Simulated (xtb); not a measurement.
CH5FGeO, SMILES C[O][GeH2][F]. All values are semi-empirical tight-binding results from xtb (GFN2-xTB unless named), good for trends rather than for accurate numbers. Geometry: GFN2-xTB. Other conformers were not sampled.

Optimised geometry:

```xyz
9

Ge     0.5716     0.0702    -0.3116
F      0.8380     0.7879     1.2628
O     -0.9015    -0.8223    -0.1997
C     -2.1922    -0.3717     0.1773
H      1.5897    -0.9982    -0.4875
H      0.5436     1.2834    -1.1986
H     -2.1641     0.1597     1.1307
H     -2.6185     0.2857    -0.5834
H     -2.8194    -1.2582     0.2776
```

For metal compounds this method's bond lengths and energies can be far off.

Computed properties:
The orbital gap is 7.69 eV, the zero-point energy comes out as 35.2 kcal/mol and the G − E(el) at 298.15 K (modified RRHO) comes out as 15.7 kcal/mol.

Computed atomic charges and the Wiberg bond orders between heavy atoms:
charges (e) Ge1 0.32, F2 -0.28, O3 -0.32, C4 0.04, H5 0.05, H6 0.03, H7 0.05, H8 0.04, H9 0.06. Bond orders Ge1–F2 1.08, Ge1–O3 1.17, O3–C4 0.97.
